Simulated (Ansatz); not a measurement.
Consider the formal exchange of groups at a Ge–C bond: `F[CH](F)[GeH2][SiH3]` + `CCOB(Cl)Cl` → `[SiH3][GeH2][B](Cl)Cl` + `CCOC(F)F`.

Gas-phase electronic energies from Ansatz, PBE0-D4/def2-TZVP geometries. CCSD(T)/CBS is the MP2 limit (def2-TZVPP, def2-QZVPP) plus CCSD(T) − MP2 in def2-TZVPP, frozen cores. Functionals use def2-TZVPP. B3LYP here is the variant with VWN-RPA as its local correlation; programs differ in this. For Ge outer-core shells are correlated without core-valence functions, which leaves a few kJ/mol of doubt a bond. Scalar relativity is left out up to krypton. One conformer a species, not always the lowest.

```csv
level,ΔE (kJ/mol),difference from CCSD(T)/CBS
PBE-D4,104.0,-3.6
r2SCAN-D4,106.1,-1.5
PBE0-D4,101.9,-5.7
B3LYP-D4,115.3,7.7
ωB97X-V,108.5,0.9
ωB97M-V,112.0,4.4
B2PLYP,112.6,5.0
PBE,103.0,-4.6
r2SCAN,105.9,-1.7
PBE0,101.2,-6.4
B3LYP,113.9,6.3
HF/def2-TZVPP,107.9,0.3
MP2/def2-TZVPP,109.6,2.0
SCS-MP2/def2-TZVPP,111.5,3.9
CCSD/def2-TZVPP,107.8,0.2
CCSD(T)/def2-TZVPP,106.7,-0.9
HF/def2-QZVPP,109.3,1.7
MP2/def2-QZVPP,110.5,2.9
SCS-MP2/def2-QZVPP,112.9,5.3
HF/CBS(def2),109.5,1.9
MP2/CBS(def2),110.4,2.8
CCSD/CBS(def2),108.6,1.0
CCSD(T)/CBS,107.6,0
```

Largest T1 diagnostic among the species: 0.013.
